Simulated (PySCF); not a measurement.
Z-matrix (Å, degrees):
```
Si
H 1 1.4853
H 1 1.4870 2 109.33
H 1 1.4912 2 107.96 3 116.41
C 1 1.8400 2 110.46 4 121.70
H 5 1.0852 1 122.84 2 -21.45
H 5 1.0856 6 114.64 1 177.94
```
Charge 0, spin multiplicity 2.

**Question.** Predict the total energy, highest occupied spin orbital and dipole moment from PySCF 2.14.0 with r2SCAN-D4/def2-TZVP.

**Answer.** 
The total energy is -330.5073 Ha, the highest occupied spin orbital comes out as -6.13 eV and the dipole moment is 0.72 D.
